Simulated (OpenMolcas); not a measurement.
Co4+ among 6 point charges of -1.5 e arranged as an octahedron (Oh), 1.75 Å from the ion.
```
   1.7500    0.0000    0.0000  -1.50
   0.0000    1.7500    0.0000  -1.50
  -1.7500    0.0000    0.0000  -1.50
   0.0000   -1.7500    0.0000  -1.50
   0.0000    0.0000    1.7500  -1.50
   0.0000    0.0000   -1.7500  -1.50
```

- Program: OpenMolcas
- Method: CASSCF
- Basis: ANO-RCC-VDZP [5s4p2d1f]
- Scalar Hamiltonian: DKH2, point nucleus
- Active space: 5 electrons in 5 orbitals (3d)
- State averaging: 2S+1 = 6 even, 1 root; 2S+1 = 4 even, 24 roots; 2S+1 = 2 even, 75 roots
- Spin-orbit coupling: RASSI with atomic mean-field integrals over the reference wave functions

**Question.** What is the spin-free ground state (labels of O, the rotations of Oh)?

**Answer.** 6A1, 1-fold in its orbital part, 100 % from free-ion S terms; it has the highest spin that d5 allows.

**Question.** What are the lowest two levels with spin-orbit coupling?

**Answer.** A 6-fold level, then a 2-fold level Γ7 41182 cm-1 above it. Their leading multiplicities are 6 (100 %) and 4 (100 %).

**Question.** What is χT at 300 K, and how does it compare with the textbook value?

**Answer.** The lowest level has 2S+1 = 6, for which the spin-only value is χT = S(S+1) / 2 = 4.375 cm3 K/mol (g = 2). The computed 4.385 at 300 K differs by +0.010, little more than the free-electron g of 2.0023 accounts for.

Without dynamic correlation the repulsion within the d shell is too large (B by tens of per cent), so at a given field states of lower spin stand too high. Point charges give a weaker field than real ligands, and real ions of this kind are often low spin; the high spin found here belongs to the model. This is an electrostatic model: the charges have no orbitals. No measured value stands beside these numbers.
